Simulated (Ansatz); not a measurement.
Species: C₂H₃NO, SMILES `NC#CO` (charge 0, multiplicity 1).

### Question
Give a relaxed geometry from B3LYP-D3(BJ)/def2-TZVP run with Ansatz (a quantum-chemistry and plane-wave program).

### Answer
the end point of this relaxation (outside a Z-matrix the atoms follow the SMILES, hydrogens last).
Bonded distances (Å): N1–C2 1.355, N1–H5 1.010, N1–H6 1.010, C2–C3 1.200, C3–O4 1.318, O4–H7 0.967. Bond angles (°): C2–N1–H5 115.2, C2–N1–H6 115.2, H5–N1–H6 111.8, N1–C2–C3 174.9, C2–C3–O4 172.2, C3–O4–H7 110.0.
